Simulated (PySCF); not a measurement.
## Two-component Hartree-Fock for Rh³⁺ (rhodium, charge +3)

Start: [Kr] 4d6; 4d3/2 filled at m_j = -3/2, -1/2, +1/2, +3/2; 4d5/2 filled at m_j = +3/2, +5/2. Calculated with PySCF 2.14 in x2c-TZVPall-2c: generalised Hartree-Fock with the X2C-1e Hamiltonian and a Gaussian nucleus; one run each with spin-orbit coupling (SO) switched off, then screened by Boettger's factors.

```csv
spinor shell,electrons,"ε, spin-free (eV)","ε, screened SO (eV)",weight of nominal j (screened SO),"rms radius, screened SO (bohr)"
1s1/2,2,-23379.3,-23377.7,1.000,0.0374
2s1/2,2,-3503.2,-3502.7,1.000,0.154
2p1/2,2,-3136.6,-3236.6,1.000,0.134
2p3/2,4,-3136.6,-3090.0,1.000,0.138
3s1/2,2,-691.62,-691.46,1.000,0.415
3p1/2,2,-567.99,-585.85,1.000,0.411
3p3/2,4,-567.99,-559.59,1.000,0.422
3d3/2,4,-370.54,-373.81,0.976,0.401
3d5/2,6,-370.54,-368.18,0.984,0.405
4s1/2,2,-137.17,-137.12,1.000,1.04
4p1/2,2,-99.125,-105.40,0.727,1.13
4d3/2,4,-47.711,-47.524,0.685,1.47
4d5/2,2,-47.711,-48.095,0.879,1.47
```

Where does 4p3/2 lie, and what is the 4p spin-orbit splitting (screened SO)?

At -96.033 eV, 9.368 eV above 4p1/2.

```tsv
quantity	spin-free	screened SO
E (hartree)	-4778.91491	-4779.66525
M_J	4	4
⟨J²⟩	20.006	20.010
⟨L²⟩	6.004	6.101
⟨S²⟩	6.002	5.957
```

Each row is a mean over spinors that exchange with the open shell spreads, by up to 10.258 eV (4p3/2).

Rows whose weight is well below 1 are mixtures of j = l ± 1/2: exchange outweighs spin-orbit coupling there, and the label is only the starting occupation.

Breit and QED terms are absent; they matter most for the inner s and p1/2 levels.

Densities and radii are taken from the X2C orbitals without a picture-change correction, which distorts them close to the nucleus.

Without spin-orbit coupling the j labels of p, d and f shells carry no meaning; the spin-free column gives the mean over the occupied spinors of each nl shell.
